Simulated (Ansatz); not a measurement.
Relaxation of the cluster Li14 (charge 0, singlet) with RKS B3LYP/def2-SVP in Ansatz.

Positions (Å) and forces (eV/Å) at steps 28, 29, 31 of 31:

```xyz
14
step=28 energy=-2864.8616 eV
Li   -1.312    0.985   -1.988   -0.008   -0.002   -0.004
Li   -3.523    1.286   -0.081    0.009    0.002   -0.006
Li    1.510    1.838   -1.660    0.017    0.023   -0.002
Li    3.883    0.103   -1.341   -0.028    0.006    0.010
Li   -1.112   -0.206    0.549    0.029    0.001    0.011
Li   -0.724    2.512    0.235    0.008   -0.026    0.007
Li    2.206    0.414   -4.056   -0.006    0.004    0.010
Li   -0.861   -0.352   -4.330   -0.009   -0.004    0.003
Li    1.598    0.731    1.135   -0.009    0.031    0.021
Li   -3.508    1.202   -3.658    0.011   -0.001    0.007
Li   -1.300    1.429    2.939    0.000   -0.005    0.001
Li   -0.507    2.574   -3.894    0.009   -0.014   -0.008
Li    0.934   -0.757   -1.625   -0.014   -0.023   -0.044
Li   -2.577   -1.269   -1.924   -0.011    0.010   -0.008
14
step=29 energy=-2864.8587 eV rejected
Li   -1.297    1.036   -2.025   -0.019    0.002    0.047
Li   -3.471    1.268   -0.074   -0.024    0.017    0.007
Li    1.492    1.872   -1.643    0.014    0.021    0.013
Li    3.805    0.107   -1.288    0.014   -0.003   -0.014
Li   -1.039   -0.211    0.554    0.002   -0.019   -0.026
Li   -0.692    2.460    0.336   -0.024    0.029   -0.054
Li    2.180    0.441   -4.048    0.022   -0.005    0.004
Li   -0.907   -0.396   -4.385   -0.011   -0.039    0.047
Li    1.604    0.827    1.218    0.016   -0.025   -0.019
Li   -3.514    1.219   -3.681   -0.001    0.007    0.010
Li   -1.301    1.358    2.997   -0.004   -0.010   -0.008
Li   -0.459    2.441   -4.036    0.022    0.072   -0.020
Li    0.886   -0.743   -1.705   -0.001   -0.007    0.015
Li   -2.579   -1.190   -1.920   -0.005   -0.041   -0.003
14
step=31 energy=-2864.8687 eV
Li   -1.315    1.015   -2.003    0.002    0.005    0.010
Li   -3.501    1.273   -0.059   -0.003    0.001    0.001
Li    1.518    1.878   -1.648   -0.005    0.007    0.001
Li    3.839    0.110   -1.307    0.002   -0.001   -0.001
Li   -1.059   -0.223    0.538    0.003   -0.002   -0.008
Li   -0.719    2.482    0.275    0.003    0.000   -0.008
Li    2.207    0.432   -4.052    0.001    0.000    0.000
Li   -0.899   -0.403   -4.326    0.000   -0.004    0.003
Li    1.603    0.798    1.177   -0.001   -0.003   -0.003
Li   -3.509    1.231   -3.656    0.000    0.002   -0.002
Li   -1.308    1.366    2.954    0.001   -0.001    0.002
Li   -0.446    2.491   -3.988    0.002    0.003    0.000
Li    0.909   -0.734   -1.687   -0.006   -0.003    0.005
Li   -2.613   -1.224   -1.917    0.002   -0.004    0.000
```

The restricted singlet is unstable towards broken spin symmetry in Hartree–Fock (as tested in another run); at B3LYP/def2-SVP this wasn't settled. Another isomer (singlet) lies 0.04 eV lower at PBE0/def2-TZVP; other spin states weren't run for this one.
